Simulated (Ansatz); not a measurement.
One change: `[Cl][Al]([Cl])[Cl]` becomes `[Cl][Al]([Cl])[I]`.

Ansatz, PBE0-D4/def2-TZVP geometries, multiplicity 1. 

Elements past krypton have def2 core potentials.  Spin–orbit coupling is left out; it splits and shifts lone-pair levels of the heavy atoms by tenths of an eV.

```json
{"property": "HOMO energy (PBE/def2-TZVPP) / eV", "`[Cl][Al]([Cl])[Cl]`": "-7.95"}
{"property": "LUMO energy (ωB97M-V/def2-TZVPP) / eV", "`[Cl][Al]([Cl])[Cl]`": "0.50"}
{"property": "LUMO energy (B3LYP/def2-TZVPP) / eV", "`[Cl][Al]([Cl])[Cl]`": "-1.53"}
{"property": "LUMO energy (PBE0/def2-TZVPP) / eV", "`[Cl][Al]([Cl])[Cl]`": "-1.26"}
{"property": "size of the dipole moment (ωB97M-V/def2-TZVPP) / D", "`[Cl][Al]([Cl])[Cl]`": "0.00"}
{"property": "size of the dipole moment (PBE/def2-TZVPP) / D", "`[Cl][Al]([Cl])[Cl]`": "0.00"}
```

(1) What does the change do to each property? (Estimate.)

Results:

(1) Ansatz gave: 
```csv
property,`[Cl][Al]([Cl])[I]`,shift
HOMO energy (PBE/def2-TZVPP) / eV,-7.04,0.91
LUMO energy (ωB97M-V/def2-TZVPP) / eV,0.24,-0.26
LUMO energy (B3LYP/def2-TZVPP) / eV,-1.74,-0.21
LUMO energy (PBE0/def2-TZVPP) / eV,-1.50,-0.24
size of the dipole moment (ωB97M-V/def2-TZVPP) / D,0.47,0.47
size of the dipole moment (PBE/def2-TZVPP) / D,0.60,0.60
```

With PBE0 the HOMO rises by 1.17 eV and the LUMO falls by 0.24 eV, so the gap narrows by about 1.41 eV. PBE moves the HOMO by 0.91 eV and ωB97M-V by 1.30 eV.

B3LYP here is the variant with VWN-RPA as its local correlation; programs differ in this.
